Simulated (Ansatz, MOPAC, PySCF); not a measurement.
System: NO₂, charge -1, multiplicity 1. SMILES: O=N[O-]
Coordinates optimised at B3LYP-D3(BJ)/def2-TZVP (Ansatz, a program for electronic structure):
```
N
O 1 1.2577
O 1 1.2577 2 116.36
```
Charge -1, spin multiplicity 1.

Unscaled harmonic wavenumbers (cm⁻¹) in rising order, each level at the stationary point that it reaches from this structure (no distance between atoms moves by over 0.3 Å); the order of modes can differ between levels, and a negative number is imaginary. B3LYP-D3(BJ)/def2-TZVP (PySCF, at the structure above): 807, 1302, 1353.

PM7 (MOPAC): 726, 1499, 1604. Zero-point energy 5.5 against 4.9 kcal/mol; where all levels lie over 400 cm⁻¹, the wavenumbers are on average 1.079 times those of B3LYP-D3(BJ)/def2-TZVP.

HF/6-31G* (Ansatz): 892, 1579, 1608. Zero-point energy 5.8 against 4.9 kcal/mol; where all levels lie over 400 cm⁻¹, the wavenumbers are on average 1.169 times those of B3LYP-D3(BJ)/def2-TZVP.
